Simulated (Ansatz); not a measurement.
This geometry of BF2H4NO (9 atoms, charge 0, multiplicity 1) is a first-order saddle point.

Method: RKS LDA/def2-SVP in Ansatz.

```xyz
9
Properties=species:S:1:pos:R:3
B -0.050 0.393 0.044
F -0.258 -0.215 1.793
F 1.098 -0.220 -0.281
O -1.214 0.125 -0.602
H -1.229 -0.779 -0.964
N 0.057 1.747 0.672
H 0.977 2.196 0.597
H -0.700 2.395 0.425
H -0.145 0.851 1.742
```

Problem. Which two structures does it join? (They come from a converged band through this point; their orientation in space is the band's.)

Solution. Bonds broken: B1–F2, N6–H9. Bonds formed: F2–H9. BF2H4NO becomes BFH3NO + FH.

Image 0:

```xyz
9
Properties=species:S:1:pos:R:3
B -0.063 0.124 0.285
F -0.235 -0.632 1.429
F 1.166 -0.127 -0.292
O -1.162 0.187 -0.590
H -1.337 -0.684 -0.985
N 0.034 1.675 0.820
H 0.942 2.075 0.539
H -0.744 2.187 0.375
H -0.062 1.686 1.846
```

Image 6:

```xyz
9
Properties=species:S:1:pos:R:3
B -0.034 0.501 -0.175
F -0.258 -0.177 2.197
F 1.074 -0.206 -0.387
O -1.231 0.119 -0.660
H -1.212 -0.794 -1.001
N 0.069 1.739 0.544
H 0.986 2.191 0.610
H -0.709 2.402 0.473
H -0.148 0.716 1.825
```

Problem. How far does it lie above each of them?

Solution. 1.05 eV above the first and 0.09 eV above the second. This is the barrier of this one path; another mechanism may lie lower. The orbitals stay closed-shell, which can raise the energy where a bond breaks towards radicals; this wasn't checked here.

The run took 74 s on 2 threads of Intel(R) Xeon(R) Platinum 8488C (Sapphire Rapids), on a shared host, peak memory 0.14 GiB.
